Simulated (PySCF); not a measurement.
Molecule: SMILES C1C(=CO[SiH3])C1, C₄H₈OSi.

Atom-mapped SMILES (the numbers label the heavy atoms): `[SiH3:1][O:2][CH:3]=[C:4]1[CH2:5][CH2:6]1`; H(Xn) means a hydrogen on atom n.

Geometry PBE0-D3(BJ)/def2-SVP throughout; GIAO in PySCF 2.14.0 with density-fitted response routines, gas phase, one conformer, non-relativistic; equivalent atoms averaged; functional PBE0.

Q: How do the shifts δ (against TMS, H2O at the same level) depend on the basis set? (a selection of nuclei; ppm; last column core-seconds on shared hosts with different chips, so compare them loosely)

A: 
| basis set | functions | Si1 | O2 | C3 | C6 | C5 | H(C3) | H(Si1) | H(C6) | H(C5) | core-s |
| --- | --- | --- | --- | --- | --- | --- | --- | --- | --- | --- | --- |
| STO-3G | 42 | -40.4 | -12.6 | 113.9 | 13.3 | 13.0 | 4.72 | 2.75 | 0.88 | 0.81 | 3.5 |
| 6-31G | 74 | 0.6 | 47.7 | 129.3 | 5.7 | 4.6 | 6.69 | 5.15 | 1.43 | 1.38 | 6.8 |
| pcSseg-0 | 74 | -54.0 | 66.8 | 146.5 | 6.4 | 5.3 | 6.36 | 5.38 | 1.54 | 1.39 | 5.7 |
| 6-31G* | 104 | -3.2 | 66.2 | 127.6 | 5.2 | 4.3 | 6.69 | 5.23 | 1.11 | 1.14 | 8.7 |
| cc-pVDZ | 128 | -25.7 | 82.8 | 132.0 | 5.7 | 4.9 | 6.69 | 4.91 | 1.08 | 1.08 | 11 |
| def2-SVP | 128 | -36.2 | 84.0 | 129.9 | 3.8 | 2.9 | 6.49 | 4.91 | 1.01 | 0.96 | 10 |
| pcSseg-1 | 149 | -30.3 | 86.5 | 138.9 | 4.9 | 4.2 | 6.76 | 4.92 | 1.18 | 1.22 | 13 |
| aug-cc-pVDZ | 214 | -26.6 | 75.6 | 131.3 | 4.5 | 3.6 | 6.86 | 5.17 | 1.19 | 1.24 | 25 |
| 6-311+G(2d,p) | 218 | -32.4 | 80.9 | 136.7 | 4.4 | 3.6 | 6.81 | 5.25 | 1.19 | 1.21 | 23 |
| def2-TZVP | 240 | -34.3 | 88.8 | 137.8 | 4.4 | 3.7 | 6.83 | 5.26 | 1.18 | 1.21 | 29 |
| cc-pVTZ | 296 | -27.1 | 86.9 | 137.1 | 4.7 | 4.0 | 6.79 | 5.03 | 1.16 | 1.20 | 40 |
| IGLO-III | 299 | -35.3 | 84.9 | 140.9 | 4.4 | 3.6 | 6.83 | 5.17 | 1.19 | 1.21 | 39 |

Q: Which nucleus among those listed moves most, in ppm?

A: O2 (oxygen bonded to C, Si): from -12.6 ppm with STO-3G to 88.8 ppm with def2-TZVP. The smallest spread is 0.58 ppm, at H(C5). Proton shifts span only some 12 ppm, so a few tenths of a ppm matter as much there as several ppm in carbon.

Q: Taking the largest basis, IGLO-III (299 functions), as the yardstick, rank the others by their worst heavy-atom deviation.

A: def2-TZVP 4.0 ppm (240 functions), 6-311+G(2d,p) 4.2 ppm (218 functions), pcSseg-1 5.0 ppm (149 functions), cc-pVTZ 8.2 ppm (296 functions), aug-cc-pVDZ 9.6 ppm (214 functions), cc-pVDZ 9.7 ppm (128 functions), def2-SVP 11.0 ppm (128 functions), pcSseg-0 18.7 ppm (74 functions), 6-31G* 32.2 ppm (104 functions), 6-31G 37.2 ppm (74 functions), STO-3G 97.4 ppm (42 functions).

A small basis that lands close on one nucleus may do so by chance; judge by the trend and by all nuclei.
